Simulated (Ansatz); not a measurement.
The cluster SnTe2 (the lowest singlet isomer of a short search), 3 atoms. Hardware: 4 threads of Arm Neoverse V2 on a shared host.

In the def2 sets Sn, Te take a core potential; there is no spin–orbit coupling. Correlated methods freeze 12 core orbitals; core or outer-core shells of Sn, Te are correlated, in sets that lack core-valence functions.

How many basis functions does each of these Ansatz runs have, and roughly what does it cost? PBE0-D4/def2-SVP, charge -1 doublet at the geometry of the charge 0 singlet, energy with a search over starts; r2SCAN0-D4/def2-TZVP, charge 0 triplet, energy, from earlier orbitals; PBE0-D4/def2-TZVP, charge 0 unrestricted singlet, energy, from earlier orbitals; PBE0-D4/def2-SVP, charge 0 quintet, energy with a search over starts; r2SCAN-D4/def2-TZVP, charge 0 unrestricted singlet, energy, from earlier orbitals; PBE0-D4/def2-TZVP, charge 1 doublet, energy, from earlier orbitals; PBE-D4/def2-TZVP, charge 0 quintet, energy, from earlier orbitals; PBE-D4/def2-TZVP, charge 1 doublet at the geometry of the charge 0 singlet, energy, from earlier orbitals; B2PLYP/def2-TZVP, charge 0 triplet, energy, from earlier orbitals; BLYP-D4/def2-TZVP, charge 0 triplet, energy, from earlier orbitals; PBE0-D4/def2-TZVP, charge 1 doublet at the geometry of the charge 0 singlet, energy, from earlier orbitals; r2SCAN0-D4/def2-TZVP, charge 0 quintet, energy, from earlier orbitals.

Other jobs shared the machine, so times can vary by a factor of up to 3. A dash marks memory too small to be measured apart from the calling script's.

```csv
run,functions,fitting or Cholesky vectors,wall time,peak host memory (GiB)
"PBE-D4/def2-TZVP, charge 1 doublet at the geometry of the charge 0 singlet, energy, from earlier orbitals",150,1160,2.4 s,–
"BLYP-D4/def2-TZVP, charge 0 triplet, energy, from earlier orbitals",150,1160,2.4 s,–
"PBE-D4/def2-TZVP, charge 0 quintet, energy, from earlier orbitals",150,1160,2.5 s,–
"PBE0-D4/def2-TZVP, charge 1 doublet at the geometry of the charge 0 singlet, energy, from earlier orbitals",150,1337,3.6 s,–
"PBE0-D4/def2-TZVP, charge 1 doublet, energy, from earlier orbitals",150,1337,3.8 s,–
"PBE0-D4/def2-SVP, charge -1 doublet at the geometry of the charge 0 singlet, energy with a search over starts",78,1009,4.2 s,–
"r2SCAN-D4/def2-TZVP, charge 0 unrestricted singlet, energy, from earlier orbitals",150,1160,6 s,–
"PBE0-D4/def2-SVP, charge 0 quintet, energy with a search over starts",78,1009,6 s,–
"B2PLYP/def2-TZVP, charge 0 triplet, energy, from earlier orbitals",150,1442,6 s,–
"PBE0-D4/def2-TZVP, charge 0 unrestricted singlet, energy, from earlier orbitals",150,1337,6 s,–
"r2SCAN0-D4/def2-TZVP, charge 0 triplet, energy, from earlier orbitals",150,1337,7 s,0.58
"r2SCAN0-D4/def2-TZVP, charge 0 quintet, energy, from earlier orbitals",150,1337,29 s,0.78
```
